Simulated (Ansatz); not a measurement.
```yaml
crystal:
  periodic: [false, false, false]
  atoms:
    - {symbol: B, position_ang: [0.060446, 1.523684, 0.596147]}
    - {symbol: B, position_ang: [0.761412, 0.063682, 0.134906]}
    - {symbol: C, position_ang: [-0.372459, -0.958130, -0.395825]}
    - {symbol: N, position_ang: [-0.441442, -2.105687, -0.844309]}
    - {symbol: Br, position_ang: [-2.017267, 0.170354, -0.370150]}
    - {symbol: H, position_ang: [0.008716, 2.373360, -0.168677]}
    - {symbol: H, position_ang: [-0.291775, 1.770528, 1.672867]}
    - {symbol: H, position_ang: [1.906360, -0.400428, 0.221038]}
    - {symbol: H, position_ang: [0.434271, -2.500242, -0.829433]}
basis:
  gaussian: {orbitals: cc-pVTZ-PP}
magnetization: {spin_polarized: true, initial_magnetization: 2}
hamiltonian: {xc: {name: HF}}
correlation: {method: ccsd_t}
accuracy: high
```

```sh
$ ansatz run in.yaml --threads 4 --pin off --events-out ev --progress --plain --max-ram 10444MiB
```

Output, abridged:

```
Functional definition: HF
Error: <dir> the basis set cc-pVTZ-PP has no functions for B
```

**Question.** Something in this input is off. What?

**Answer.** The basis set is misnamed or doesn't suit the job. The input was rejected before any iteration.
